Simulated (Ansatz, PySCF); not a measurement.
FRb, triplet, at the geometry of the source list (a higher spin typed on purpose: for a closed-shell molecule this is an excited state) (core potentials on Rb). Base run: PySCF with HF/def2-SVPD.

Here is a job for PySCF.
```python
from pyscf import gto, scf

mol = gto.M(
    atom='''
Rb   -0.587300   -0.484300   -0.793300
F     0.587300    0.484300    0.793300
''',
    basis='def2-svpd',
    ecp={'Rb': 'def2-svpd'},
    charge=0,
    spin=2,
    verbose=4,
)

mf = scf.UHF(mol)
mf.kernel()
```

The same geometry, method and basis name were run in Ansatz (an electronic-structure program) and PySCF, at each program's defaults and at the settings that a row names. The base is PySCF at its defaults. Differences at the defaults can come from grids, fitting, cores and function types together.

```json
[
 {"code and settings": "PySCF, defaults (exact integrals, spherical functions)", "ΔE vs base (mEh)": "0.000", "basis functions": "50", "E (Eh)": "-123.05228", "SCF cycles": "11", "dipole (D)": "2.56"},
 {"code and settings": "Ansatz, defaults (factorised integrals, spherical functions)", "ΔE vs base (mEh)": "0.004", "basis functions": "50", "E (Eh)": "-123.05228", "SCF cycles": "-", "dipole (D)": "-"},
 {"code and settings": "PySCF, density fitting with def2-universal-jkfit", "ΔE vs base (mEh)": "0.152", "basis functions": "50", "E (Eh)": "-123.05213", "SCF cycles": "11", "dipole (D)": "2.56"},
 {"code and settings": "Ansatz, high accuracy", "ΔE vs base (mEh)": "0.000", "basis functions": "50", "E (Eh)": "-123.05228", "SCF cycles": "-", "dipole (D)": "-"}
]
```

Open shells are given as the SCF converged; they aren't shown to be the lowest states, and a large step between rows can be another state.
